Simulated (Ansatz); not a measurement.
Consider the redistribution: `[CH3][GeH]([F])[F]` + `C[S][Mg][OH]` → `C[S][Ge]([CH3])([F])[F]` + `[OH][MgH]`.

Computed with Ansatz on PBE0-D4/def2-TZVP structures; ΔE is electronic, products minus reactants. CCSD(T)/CBS adds triple-zeta CCSD(T) − MP2 to the extrapolated MP2 energy (def2 sets, frozen cores). DFT in def2-TZVPP. B3LYP here is the variant with VWN-RPA as its local correlation; programs differ in this. HSE06 is defined as in plane-wave codes. For Ge, Mg outer-core shells are correlated without core-valence functions, which leaves a few kJ/mol of doubt a bond. Scalar relativity is left out up to krypton. One conformer a species, not always the lowest.

`[CH3][GeH]([F])[F]`:

Cartesian coordinates in Å:
```
C -0.184 0.391 -0.967
Ge 0.152 -0.426 0.740
F -1.106 0.047 1.831
F 1.584 0.277 1.411
H 0.632 0.169 -1.655
H -1.119 0.016 -1.384
H -0.258 1.471 -0.833
H 0.300 -1.945 0.856
```

`C[S][Mg][OH]`:

```xyz
8

C    -0.870   -0.497    1.439
S     0.825   -0.927    0.909
Mg    1.067    0.199   -1.062
O     1.223    1.115   -2.556
H    -1.048   -1.015    2.381
H    -0.983    0.573    1.614
H    -1.619   -0.830    0.721
H     1.405    1.381   -3.446
```

`C[S][Ge]([CH3])([F])[F]`:

```xyz
12

C     1.255   -0.078    1.745
S     1.710   -0.791    0.133
Ge    0.191    0.205   -1.084
C    -1.664   -0.280   -0.901
F     0.676   -0.017   -2.727
F     0.306    1.912   -0.797
H     0.273   -0.415    2.073
H     1.294    1.010    1.714
H     2.001   -0.440    2.452
H    -2.258    0.346   -1.567
H    -1.990   -0.123    0.127
H    -1.794   -1.329   -1.167
```

`[OH][MgH]`:

Cartesian coordinates in Å:
```
O -0.233 0.826 0.633
Mg 0.151 -0.537 -0.412
H -0.439 1.559 1.195
H 0.521 -1.847 -1.416
```

```tsv
level	ΔE (kJ/mol)	difference from CCSD(T)/CBS
LDA (SPW92)	47.6	-11.7
revPBE-D4	45.0	-14.3
BLYP-D4	47.4	-11.9
r2SCAN-D4	54.5	-4.8
B97M-V	39.0	-20.3
PBE0-D4	52.9	-6.4
B3LYP-D4	51.6	-7.7
r2SCANh-D4	55.5	-3.8
r2SCAN0-D4	56.8	-2.5
HSE06-D4	53.3	-6.0
BHLYP-D4	55.0	-4.3
CAM-B3LYP-D4	54.0	-5.3
ωB97X-V	53.1	-6.2
ωB97M-V	52.2	-7.1
B2PLYP	60.5	1.2
PBE-QIDH	59.1	-0.2
BLYP	61.3	2.0
r2SCAN	56.4	-2.9
PBE0	59.1	-0.2
B3LYP	62.6	3.3
r2SCANh	57.6	-1.7
r2SCAN0	59.1	-0.2
HSE06	59.2	-0.1
BHLYP	64.4	5.1
LC-ωPBE	60.8	1.5
RPA@PBE/def2-TZVPP	52.4	-6.9
HF/def2-SVP	77.4	18.1
MP2/def2-SVP	66.3	7.0
CCSD/def2-SVP	66.7	7.4
CCSD(T)/def2-SVP	64.3	5.0
HF/def2-TZVPP	68.6	9.3
MP2/def2-TZVPP	57.6	-1.7
SCS-MP2/def2-TZVPP	59.0	-0.3
CCSD/def2-TZVPP	58.4	-0.9
CCSD(T)/def2-TZVPP	55.4	-3.9
HF/def2-QZVPP	70.2	10.9
MP2/def2-QZVPP	60.4	1.1
SCS-MP2/def2-QZVPP	62.0	2.7
HF/CBS(def2)	70.4	11.1
CCSD/CBS(def2)	62.3	3.0
CCSD(T)/CBS	59.3	0
```

Largest T1 diagnostic among the species: 0.012.

From BLYP to BHLYP (50 % exact exchange), in def2-TZVPP and without D4, ΔE moves by +3.2 kJ/mol. In def2-TZVPP, CCSD(T) changes the Hartree–Fock value by −13.2 kJ/mol (the triples alone add −3.1 kJ/mol) and MP2 by −11.0 kJ/mol. The D4 term adds −11.0 kJ/mol with B3LYP and −6.1 kJ/mol with PBE0; it sums over pairs of atoms, weighted by their polarisabilities, and B3LYP, whose exchange is more repulsive, gets the larger term.
